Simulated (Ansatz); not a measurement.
```xyz
12

B    -1.587    0.042    0.401
N    -0.247   -0.065    0.011
C     0.196   -1.062   -0.961
Si    0.966    0.980    0.675
F     1.579    1.889   -0.489
H    -1.898    0.888    1.188
H    -2.395   -0.717   -0.056
H    -0.644   -1.696   -1.244
H     0.589   -0.584   -1.862
H     0.985   -1.695   -0.543
H     0.364    1.855    1.696
H     2.094    0.164    1.185
```

Total charge 0; spin multiplicity 1.

**Question.** List the PBE/def2-TZVPP orbital energies in eV (Ansatz). (An estimate is asked.)

**Answer.** Computed: Occupied: -1780.76, -659.89, -381.02, -269.96, -176.76, -138.38, -95.17, -95.11, -95.08, -29.61, -22.48, -17.03, -14.08, -12.67, -11.74, -11.29, -10.68, -10.56, -10.06, -9.90, -8.66, -8.34, -7.56, -7.19. Lowest empty: -1.33, -0.40, 0.08, 0.83, 1.24, 1.48, 1.86, 2.04.
